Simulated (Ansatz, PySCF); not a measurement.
This PySCF input computes a BLYP/def2-TZVPD energy:

```python
from pyscf import gto, scf, dft

mol = gto.M(
    atom='''
    S     1.56923687   -0.30498979    0.11767735
    C     0.09578570   -0.03208337    0.02546648
    S    -1.48646509    0.34133103   -0.18265028
    H    -1.89906265   -0.38895954    0.88676794
    ''',
    basis='def2-tzvpd',
    charge=1,
    spin=0,
    verbose=4,
)

mf = dft.RKS(mol, xc='blyp').density_fit(auxbasis='def2-universal-jkfit')
mf.grids.level = 3
mf.conv_tol = 1e-9
mf.max_cycle = 100
mf.max_memory = 1500
mf.kernel()
if not mf.converged:
    mf = mf.newton()
    mf.kernel(mf.make_rdm1())
mf.analyze()
```

**Question.** Write an input for the same energy in Ansatz (a program for electronic structure) and say what it gives.

**Answer.** 
Ansatz 0.2 input:
```yaml
crystal:
  periodic: [false, false, false]
  atoms:
    - {symbol: S, position_ang: [1.56923687, -0.30498979, 0.11767735]}
    - {symbol: C, position_ang: [0.09578570, -0.03208337, 0.02546648]}
    - {symbol: S, position_ang: [-1.48646509, 0.34133103, -0.18265028]}
    - {symbol: H, position_ang: [-1.89906265, -0.38895954, 0.88676794]}
basis:
  gaussian:
    orbitals: def2-TZVPD
hamiltonian:
  xc: {name: BLYP}
total_charge: 1
output: {forces: true}
```
It gives -834.79880 Eh, and PySCF -834.79884 Eh, a difference of 0.04 mEh, from the treatment of integrals and grids.

It need not be the lowest isomer of its formula.
